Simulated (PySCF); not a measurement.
This PySCF input asks for the NMR shieldings of `C[SiH2][Si@@H]([SiH3])[SiH2]C=O`, C2H12OSi4; the geometry comes from GFN2-xTB.

```python
import basis_set_exchange as bse
import numpy as np
from pyscf import gto, dft
from pyscf.prop import nmr

atoms = """
C     1.764306   -1.716664    0.608314
Si    0.910082   -0.563328    1.850317
Si   -0.345441    1.032932    0.689739
Si    0.782080    2.096255   -1.055876
Si   -2.337807    0.103354   -0.075200
C    -1.685978   -0.746327   -1.664553
O    -0.518371   -0.670486   -1.972036
H     2.161556   -2.605663    1.089198
H     2.590265   -1.215939    0.111432
H     1.073759   -2.041759   -0.164738
H     1.950570    0.014738    2.714843
H     0.082024   -1.397390    2.738656
H    -0.764557    2.055358    1.684263
H    -0.102997    2.403753   -2.181587
H     1.345248    3.381310   -0.622295
H     1.902433    1.303108   -1.554344
H    -2.970884   -0.999961    0.662544
H    -3.475877    0.903395   -0.550136
H    -2.370216   -1.327436   -2.316002
"""
names = dict.fromkeys(["C", "Si", "O", "H"], "pcSseg-1")
basis = {el: gto.basis.parse(bse.get_basis(n, elements=[el], fmt="nwchem")) for el, n in names.items()}
mol = gto.M(atom=atoms, basis=basis, charge=0, verbose=0)
mf = dft.RKS(mol, xc="PBE0")
mf.grids.level = 2
mf.grids.alignment = dft.numint.BLKSIZE   # the property module wants whole blocks of grid points
mf.conv_tol = 1e-9
mf.kernel()

calc = nmr.RKS(mf)   # GIAO
C = mf.mo_coeff
Co = C[:, mf.mo_occ > 0]
resp = mf.gen_response(singlet=True, hermi=2)
def vind(x):   # induced exchange potential for any number of trial vectors
    d = np.einsum("pi,xij,qj->xpq", C, 2 * x.reshape(-1, C.shape[1], Co.shape[1]), Co, optimize=True)
    return np.einsum("xpq,pi,qj->xij", resp(d - d.transpose(0, 2, 1)), C, Co, optimize=True).ravel()
mo1, _ = nmr.rhf.solve_mo1(calc, with_cphf=vind)
sigma = calc.kernel(mo1)
for i, s in enumerate(sigma):   # ppm
    w = np.linalg.eigvalsh((s + s.T) / 2)
    print("%2d %-2s iso %8.1f  s11 %8.1f  s22 %8.1f  s33 %8.1f" % (i, mol.atom_pure_symbol(i), w.mean(), *w))
```

Problem. Give the expected output.

Solution. 
```
 0 C  iso    195.5  s11    189.3  s22    197.1  s33    200.0
 1 Si iso    419.4  s11    396.5  s22    404.6  s33    457.0
 2 Si iso    501.2  s11    487.1  s22    501.0  s33    515.5
 3 Si iso    459.2  s11    445.5  s22    457.0  s33    475.0
 4 Si iso    408.0  s11    343.5  s22    393.7  s33    487.0
 5 C  iso    -69.8  s11   -221.3  s22    -89.7  s33    101.7
 6 O  iso   -589.0  s11  -1611.7  s22   -538.3  s33    383.1
 7 H  iso     31.5  s11     26.2  s22     27.9  s33     40.3
 8 H  iso     31.3  s11     26.4  s22     29.4  s33     38.2
 9 H  iso     31.7  s11     26.6  s22     30.9  s33     37.8
10 H  iso     27.5  s11     24.0  s22     25.3  s33     33.2
11 H  iso     27.7  s11     23.9  s22     25.8  s33     33.3
12 H  iso     28.7  s11     25.3  s22     25.4  s33     35.6
13 H  iso     28.4  s11     24.5  s22     26.8  s33     33.9
14 H  iso     28.1  s11     24.3  s22     25.4  s33     34.5
15 H  iso     27.7  s11     23.5  s22     26.7  s33     32.8
16 H  iso     27.2  s11     23.6  s22     26.0  s33     32.1
17 H  iso     27.1  s11     23.9  s22     25.0  s33     32.4
18 H  iso     19.2  s11     13.5  s22     19.9  s33     24.1
```

These numbers come from an equivalent density-fitted implementation of the same equations, which agrees with the script to about 0.01 ppm for H and up to a few tenths of a ppm for heavy atoms, so last digits may differ.

Problem. Turn these shieldings into chemical shifts. Scale: ¹³C (σ = 186.93 ppm), ²⁹Si (σ = 349.16 ppm), ¹H (σ = 31.72 ppm) vs TMS; ¹⁷O (σ = 336.08 ppm) against H2O (reference shieldings calculated alike).

Solution. Averaging equivalent atoms: C 5: 256.7; C 0: -8.5; Si 4: -58.9; Si 1: -70.2; Si 3: -110.0; Si 2: -152.1; O 6: 925.1; H 18: 12.55; H 17: 4.63; H 16: 4.48; H 10: 4.21; H 11: 4.04; H 13/14/15: 3.65; H 12: 2.97; H 7/8/9: 0.21 ppm. Unscaled 17O shifts of doubly bonded oxygen tend to come out too high, by tens of ppm or more. Experimental scales use liquid or dissolved standards, which lie at an offset from isolated H2O (liquid H2O: subtract about 36 ppm).

Size and cost of the density-fitted run: 207 basis functions, 42 s wall time on 1 thread of an Arm Neoverse V2, shared host; peak memory 0.94 GiB.
